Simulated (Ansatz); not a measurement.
Consider the formal exchange of groups at the Si–C bond: `FB1CC1[SiH3]` + `N[SiH2]O[SiH3]` → `N[SiH2]O[SiH2][SiH3]` + `FB1CC1`.

Program: Ansatz. Geometries: PBE0-D4/def2-TZVP. ΔE: electronic, gas phase. CCSD(T)/CBS is the MP2 limit (def2-TZVPP, def2-QZVPP) plus CCSD(T) − MP2 in def2-TZVPP, frozen cores. Functionals use def2-TZVPP. B3LYP here is the variant with VWN-RPA as its local correlation; programs differ in this. One conformer a species, not always the lowest.

`FB1CC1[SiH3]`:

Cartesian coordinates in Å:
```
F 0.894 1.469 -2.126
B 0.312 1.094 -1.016
C -0.894 1.151 -0.110
C 0.436 0.361 0.296
Si 0.313 -1.484 0.409
H -1.778 0.542 -0.280
H -1.111 2.051 0.458
H 1.034 0.816 1.085
H -0.481 -1.980 -0.749
H -0.382 -1.905 1.657
H 1.658 -2.116 0.377
```

`N[SiH2]O[SiH3]`:

Z-matrix (Å, degrees):
```
Si
O 1 1.640
N 1 1.701 2 114.3
H 1 1.483 2 107.7 3 119.4
H 1 1.484 2 107.7 3 -119.4
Si 2 1.630 1 148.8 3 178.7
H 3 1.007 1 121.3 2 -75.2
H 3 1.007 1 121.3 2 75.3
H 6 1.484 2 108.5 1 -179.2
H 6 1.487 2 110.5 1 61.0
H 6 1.487 2 110.5 1 -59.4
```

`N[SiH2]O[SiH2][SiH3]`:

Cartesian coordinates in Å:
```
N -0.622 1.560 -1.055
Si -0.328 1.868 0.595
O 0.170 0.560 1.451
Si 0.541 -1.028 1.307
Si 0.256 -1.828 -0.881
H -1.494 1.207 -1.407
H 0.093 1.595 -1.760
H -1.595 2.327 1.210
H 0.749 2.882 0.685
H -0.324 -1.813 2.230
H 1.956 -1.237 1.721
H -1.154 -1.694 -1.341
H 1.141 -1.123 -1.849
H 0.611 -3.276 -0.905
```

`FB1CC1`:

Z-matrix (Å, degrees):
```
C
B 1 1.510
C 1 1.585 2 58.4
H 1 1.087 2 121.2 3 103.6
H 1 1.087 2 121.2 3 -103.6
F 2 1.310 1 148.4 3 180.0
H 3 1.087 1 116.3 2 -112.0
H 3 1.086 1 116.3 2 112.0
```

```tsv
level	ΔE (kcal/mol)	difference from CCSD(T)/CBS
r2SCAN-D4	2.5	-1.9
PBE0-D4	1.1	-3.3
ωB97M-V	4.3	-0.1
B3LYP	3.9	-0.5
MP2/def2-TZVPP	6.5	2.1
CCSD/def2-TZVPP	4.7	0.3
HF/def2-QZVPP	7.1	2.7
SCS-MP2/def2-QZVPP	6.7	2.3
MP2/CBS(def2)	6.4	2.0
CCSD/CBS(def2)	4.6	0.2
CCSD(T)/CBS	4.4	0
```

Largest T1 diagnostic among the species: 0.012.

From PBE to PBE0 (25 % exact exchange), in def2-TZVPP and without D4, ΔE moves by +1.0 kcal/mol. The D4 term adds −1.4 kcal/mol with B3LYP and −0.9 kcal/mol with PBE0; it sums over pairs of atoms, weighted by their polarisabilities, and B3LYP, whose exchange is more repulsive, gets the larger term.
